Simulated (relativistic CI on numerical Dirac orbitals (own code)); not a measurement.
Ligand-field terms of d4

Computed with a parametric ligand-field model of a d^n configuration (Racah B and C, spin-orbit zeta, crystal field), exact diagonalisation.

Field parameters in Wybourne normalisation: Oh B⁴₀ = 21Dq, B⁴₄ = √(5/14) B⁴₀. The field is a parameter set, without covalency.

(1) Ground term and bands for B = 730, C = 3370, ζ = 0 cm⁻¹, Oh, 10Dq = 8030 cm⁻¹?

(2) Ground term and bands for B = 730, C = 3370, ζ = 0 cm⁻¹, Oh, 10Dq = 6570 cm⁻¹?

(3) Ground term and bands for B = 730, C = 3370, ζ = 0 cm⁻¹, Oh, 10Dq = 34310 cm⁻¹?

(4) Ground term and bands for B = 730, C = 3370, ζ = 0 cm⁻¹, Oh, 10Dq = 3650 cm⁻¹?

(5) Ground term and bands for B = 730, C = 3370, ζ = 0 cm⁻¹, Oh, 10Dq = 25550 cm⁻¹?

Answers

(1) Ground term 5E with 1.00 electrons in the two orbitals of the cubic e set. Spin-allowed: 5T2 8030 cm⁻¹ (1245 nm). Lowest spin-forbidden: 3T1 11124 cm⁻¹ (899 nm), 3E 17009 cm⁻¹ (588 nm), 3T1 18022 cm⁻¹ (555 nm).

(2) Ground term 5E with 1.00 electrons in the two orbitals of the cubic e set. Spin-allowed: 5T2 6570 cm⁻¹ (1522 nm). Lowest spin-forbidden: 3T1 12390 cm⁻¹ (807 nm), 3E 16965 cm⁻¹ (589 nm), 3T1 18021 cm⁻¹ (555 nm).

(3) Ground term 3T1 with 0.02 electrons in the two orbitals of the cubic e set. Spin-allowed: 3E 31142 cm⁻¹ (321 nm), 3T1 32004 cm⁻¹ (312 nm), 3T2 32879 cm⁻¹ (304 nm), 3A1 33980 cm⁻¹ (294 nm). Lowest spin-forbidden: 1T2 9774 cm⁻¹ (1023 nm), 1E 10710 cm⁻¹ (934 nm), 5E 13930 cm⁻¹ (718 nm).

(4) Ground term 5E with 1.00 electrons in the two orbitals of the cubic e set. Spin-allowed: 5T2 3650 cm⁻¹ (2740 nm). Lowest spin-forbidden: 3T1 14736 cm⁻¹ (679 nm), 3E 16827 cm⁻¹ (594 nm), 3T1 18010 cm⁻¹ (555 nm).

(5) Ground term 3T1 with 0.03 electrons in the two orbitals of the cubic e set. Spin-allowed: 3E 22561 cm⁻¹ (443 nm), 3T1 23436 cm⁻¹ (427 nm), 3T2 24275 cm⁻¹ (412 nm), 3A1 25425 cm⁻¹ (393 nm). Lowest spin-forbidden: 5E 5375 cm⁻¹ (1860 nm), 1T2 9544 cm⁻¹ (1048 nm), 1E 10544 cm⁻¹ (948 nm).
